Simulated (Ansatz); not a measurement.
Cost and result for the atomization energy of `[F][GeH]1[BH][NH]1` (7 atoms, 7 bonds).

```xyz
7

F    -0.393   -0.220   -2.262
Ge    0.594    0.049   -0.845
B    -0.236    0.879    0.784
N    -0.385   -0.471    0.703
H     1.800   -0.867   -1.081
H    -0.526    1.813    1.456
H    -0.855   -1.182    1.246
```

Total charge 0; spin multiplicity 1. Correlated methods include outer-core shells of Ge, which these sets cover unevenly. Scalar relativity is left out up to krypton. Geometry: relaxed with PBE0-D4/def2-TZVP. Program: Ansatz. All runs use 2 threads of an Intel Xeon 6975P-C on a shared host. Times are those of one run each, without the atoms' runs, and a repeat can differ threefold. Electronic energies, without spin–orbit coupling; frozen cores. CCSD(T)/CBS adds CCSD(T) − MP2 in def2-TZVPP to the MP2 limit, and its time is that of the two runs behind it. T1 = 0.014. With those shells the extrapolation isn't a true limit. HSE06 is the plane-wave form, built on full-range PBE exchange.

CCSD(T)/CBS is a level of theory with its own doubt, some kJ/mol a heavy atom from the limit and from the frozen cores, so smaller differences don't rank the functionals.

| level | functions | wall time | atomization (kJ/mol) | difference from CCSD(T)/CBS | per bond |
| --- | --- | --- | --- | --- | --- |
| LDA (SPW92)/def2-TZVPP | 183 | 0.7 s | 2795.0 | 407.6 | 58.2 |
| PBE0-D4/def2-TZVPP | 183 | 1.6 s | 2384.0 | -3.4 | -0.5 |
| BHLYP-D4/def2-TZVPP | 183 | 1.6 s | 2288.6 | -98.8 | -14.1 |
| HSE06-D4/def2-TZVPP | 183 | 1.7 s | 2385.7 | -1.7 | -0.2 |
| r2SCANh-D4/def2-TZVPP | 183 | 2.5 s | 2376.6 | -10.8 | -1.5 |
| CCSD(T)/def2-SVP | 89 | 2.5 s | 2217.5 | -169.9 | -24.3 |
| PBE-QIDH/def2-TZVPP | 183 | 3 s | 2364.3 | -23.1 | -3.3 |
| B2PLYP/def2-TZVPP | 183 | 3 s | 2367.6 | -19.8 | -2.8 |
| ωB97X-V/def2-TZVPP | 183 | 4 s | 2402.0 | 14.6 | 2.1 |
| B97M-V/def2-TZVPP | 183 | 4.6 s | 2411.2 | 23.8 | 3.4 |
| MP2/def2-QZVPP | 350 | 10 s | 2422.6 | 35.2 | 5.0 |
| CCSD(T)/def2-TZVPP | 183 | 22 s | 2317.6 | -69.8 | -10.0 |
| CCSD(T)/CBS(def2) | – | 32 s | 2387.4 | 0.0 | 0.0 |

The D4 term adds +19.2 kJ/mol with B3LYP and +9.8 kJ/mol with PBE0; it sums over pairs of atoms, weighted by their polarisabilities, and B3LYP, whose exchange is more repulsive, gets the larger term. In def2-TZVPP, CCSD(T) changes the Hartree–Fock value by +692.3 kJ/mol (the triples alone add +50.3 kJ/mol) and MP2 by +755.6 kJ/mol; breaking electron pairs costs correlation energy, which Hartree–Fock lacks. At CCSD(T), def2-SVP lies −169.9 kJ/mol from the extrapolated value and def2-TZVPP −69.7 kJ/mol: correlation converges slowly with the basis, and small sets miss more of it in the bonded molecule than in its fragments.

B3LYP here is the variant with VWN-RPA as its local correlation; programs differ in this.
